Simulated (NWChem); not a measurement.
Molecule: CHBrF$_{2}$; SMILES FC(F)Br

Program: NWChem. Pople sets run with spherical d functions. STO-3G and 3-21G are far too small for this property and stand as cheap habits. Geometry: optimised at PBE0/def2-SVP. Field at 589 nm.

```json
[
 {"level": "B3LYP/STO-3G", "isotropic polarisability (bohr³)": "(withheld)", "anisotropy (bohr³)": "15.2"},
 {"level": "B3LYP/6-31G*", "isotropic polarisability (bohr³)": "28.0", "anisotropy (bohr³)": "16.7"},
 {"level": "B3LYP/def2-SVP", "isotropic polarisability (bohr³)": "27.1", "anisotropy (bohr³)": "16.2"},
 {"level": "B3LYP/def2-SVPD", "isotropic polarisability (bohr³)": "39.6", "anisotropy (bohr³)": "13.6"},
 {"level": "B3LYP/aug-cc-pVDZ", "isotropic polarisability (bohr³)": "38.6", "anisotropy (bohr³)": "14.8"}
]
```

Q: What belongs in the gaps?

A: 
- B3LYP/STO-3G, isotropic polarisability (bohr³): 12.3
